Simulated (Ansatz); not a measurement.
HBClO, SMILES `O[B-]Cl` (excited triplet; H–O–B–Cl torsion 85°) (charge -1, multiplicity 3). This triplet is an excited state, 1.83 eV above the relaxed singlet at the level frozen-core CCSD(T)/aug-cc-pVTZ // B3LYP-D3(BJ)/def2-TZVPD (Ansatz, a program for electronic structure).

Calculation: LC-ωPBE/aug-cc-pVTZ // B3LYP-D3(BJ)/def2-TZVPD (Ansatz).

Ansatz 0.2 input:
```yaml
crystal:
  periodic: [false, false, false]
  atoms:
    - { symbol: O, position_ang: [-0.895048, -0.012073, 0.428736] }
    - { symbol: B, position_ang: [0.329511, 0.643011, 0.127595] }
    - { symbol: Cl, position_ang: [1.919985, -0.353961, -0.178453] }
    - { symbol: H, position_ang: [-1.354449, -0.276978, -0.377877] }
basis:
  gaussian: { orbitals: aug-cc-pVTZ }
hamiltonian:
  xc: lc_wpbe
total_charge: -1
magnetization:
  spin_polarized: true
  initial_magnetization: 2
```

Output:

```
Functional definition: LC-wPBE
862 factors; their error is unknown
353 factors; integrals over basis functions are off by at most 3.7e-5 eV
mean field evaluation 1: about -15255.7321 eV, gradient 1.6e1 eV
mean field evaluation 2: about -15257.1753 eV, gradient 1.2e1 eV
mean field evaluation 4: about -15257.8218 eV, gradient 1.4e0 eV
mean field evaluation 8: about -15257.9124 eV, gradient 3.7e-1 eV
mean field evaluation 16: about -15258.3471 eV, gradient 1.4e-1 eV
mean field evaluation 32: about -15258.2028 eV, gradient 2.2e0 eV
mean field -15258.34712639 eV, -560.7339144158 hartree, gradient 1.2e-5 eV, S^2 2.004256; 4 other end points of the search recorded, 0 dependent functions left out
reference -15258.34712640 eV, -560.7339144162 hartree; 17, 15 occupied and 148, 150 virtual orbitals, 862 factors
Total energy: -15258.34712640 eV, -560.7339144162 hartree
```
